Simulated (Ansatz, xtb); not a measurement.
## Ligand exchange: CF4 + GeH3(SH) → CHF3S + GeH3F

Species: CF4 (tetrafluoromethane) `FC(F)(F)F`, singlet; GeH3(SH), singlet; CHF3S (trifluoromethanethiol) `FC(F)(F)S`, singlet; GeH3F (fluorogermane) `[F][GeH3]`, singlet. The partners trade F for SH: C–F and Ge–SH bonds give way to C–SH and Ge–F.

Shapes, held fixed at every level: PBE0-D4/def2-TZVP. Programs: Ansatz 0.2.0, xtb 6.7.1, xtb 6.7.1 later snapshot. The zero-point and thermal change to 298 K, harmonic and unscaled (PBE0-D4/def2-TZVP), is -1.5 kJ/mol.

```tsv
level	kind	ΔH(298 K) (kJ/mol)	less CCSD(T)/def2-TZVPP
GFN1-xTB	semi-empirical	+81.3	+56.2
r2SCAN-D4/def2-TZVPP	meta-GGA	+23.2	-1.9
PBE0-D4/def2-TZVPP	global hybrid	+29.4	+4.3
r2SCAN0-D4/def2-TZVPP	global hybrid	+31.6	+6.5
B2PLYP/def2-TZVPP	double hybrid	+16.9	-8.2
MP2/def2-SVP	perturbation theory	+40.3	+15.2
MP2/def2-TZVPP	perturbation theory	+22.5	-2.6
CCSD(T)/def2-TZVPP	coupled cluster or CI	+25.1	0.0
```

The highest level, CCSD(T)/def2-TZVPP, gives ΔH(298 K) = +25.1 kJ/mol; the levels span +16.9 to +81.3. The column of differences is taken from that level and isn't an error. No measured value is set beside it here. Relativity is left out for Ge. Outer-core shells of Ge are correlated, in sets that cover them unevenly.
